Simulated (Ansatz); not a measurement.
# Which method gave which barrier?

Saddle point of BH4ClO3, closed shell (BH₃O₃ ([OH][B]([OH])[OH]) + HCl → BH₂ClO₂ ([OH][B]([OH])[Cl]) + H₂O; bonds formed: B1–Cl6, O2–H5; bonds broken: B1–O2, H5–Cl6), PBE0-D4/def2-TZVP structure:

```
9
angstrom
B -0.2548 -0.0599 -0.2507
O 1.1366 0.5778 -0.2013
O -0.3927 -1.2735 -0.8372
O -1.1956 0.9146 -0.3233
H 1.2471 0.2694 0.8253
Cl 0.2887 -0.5972 1.9826
H 1.0426 1.5409 -0.2332
H 0.2087 -1.9415 -0.5013
H -2.0807 0.5694 -0.4608
```

Computed with Ansatz 0.2.0 (basis: def2-TZVPP, with def2-QZVPP for the basis limit); correlated methods freeze the cores. Extrapolation: Hartree–Fock as exp(−7.88 √X), correlation as X^−2.97. Four methods, as single points on the PBE0-D4 structures, gave these electronic barriers from the start structure: 1.063, 1.174, 1.263, 1.572 eV.

Task: The methods were, in alphabetical order, BLYP-D4, CCSD(T), HF, r2SCAN-D4. Which gave which? (A judgement: the text doesn't fix the answer.)

Result: By the calculation: r2SCAN-D4 1.063; BLYP-D4 1.174; CCSD(T) 1.263; HF 1.572 eV. For comparison, CCSD(T) at an estimated basis limit (MP2 extrapolated from triple and quadruple zeta, plus CCSD(T) − MP2 in triple zeta) gives 1.230 eV.

T1 diagnostic: at most 0.012.

Hydrogen chloride, the by-product of chloride precursors, can attack films and sites by steps of this kind.

Labels in which every atom is bracketed show which atoms are joined, not bond orders.

For scale, one of the runs: CCSD(T)/def2-TZVPP, 222 basis functions, launched by `ansatz run in.yaml --threads 4 --pin off --events-out ev --progress --plain --max-ram 9574MiB`. The run took 93 s on 4 CPU threads of an Arm Neoverse V2 (shared host), with 3.7 GiB of host memory at its peak.
